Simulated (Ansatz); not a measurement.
A structure relaxed at PBE0/def2-TZVP in Ansatz, charge 1, doublet:

```xyz
10

Li   -2.646    3.240    0.221
Li    1.454   -0.155    2.334
Li    2.388   -2.136   -0.060
Li    0.354   -0.422   -0.027
Li    2.005    0.574   -1.799
Li    0.446    2.247    0.458
Li   -1.389    0.888   -1.586
Li   -0.204   -2.019   -2.036
Li   -0.619   -2.578    1.117
Li   -1.788    0.359    1.379
```

Question: Give its formula and point group.

Answer: Li₁₀⁺. Point group Cs (tolerance 0.1 Å).

Question: Summarise the bond lengths by kind (pairs closer than 1.2 times the sum of covalent radii, bridged metal pairs left out).

Answer: 11 × Li–Li 2.62 to 3.07 Å.

The relaxation made no stability test and no search for a lower SCF solution. Another isomer (doublet) lies 0.18 eV lower at PBE0/def2-TZVP; other spin states weren't run for this one.
